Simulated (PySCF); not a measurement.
# Shapes and spin states of MnH₃⁻

Method: PySCF, PBE0, basis Mn def2-TZVPD, H def2-TZVPD (no relativity, density fitting).

Relaxations began from a few typed shapes and spin states; open shells are unrestricted. The search is not exhaustive: other isomers or separated fragments can lie lower, and high-lying points may rest on an excited occupation.

```csv
spin,group,bonds,angles,imaginary modes (cm⁻¹),ΔE (kJ/mol),ΔE with ZPE (kJ/mol)
sextet,D3h,Mn–H 1.768 Å (×3),H–Mn–H 120.0° (×3),none,0.0,0.0
broken-symmetry Ms = 3/2 (⟨S²⟩ 4.65),C2v,"Mn–H 1.659 Å, Mn–H 1.670 Å (×2)","H–Mn–H 93.0° (×2), H–Mn–H 174.1°",none,149.3,150.7
broken-symmetry Ms = 1/2 (⟨S²⟩ 2.62),C2v,"Mn–H 1.705 Å, Mn–H 1.715 Å (×2)","H–Mn–H 112.3° (×2), H–Mn–H 135.3°",none,255.7,254.8
```

The lowest minimum found is the sextet D3h: Mn–H 1.768 Å (×3); H–Mn–H 120.0° (×3).

Formally Mn is in oxidation state +2, d5, with 5 unpaired electrons (the high-spin count). The Mulliken spin on Mn is 5.22. The polar-tensor charge on Mn, 0.63, is far below the formal one.

For the lowest minimum: open d and f shells are described by one determinant, and the ground state may have another occupation or spin. The lowest empty level of this anion is unbound, so it and the gap depend on the basis.
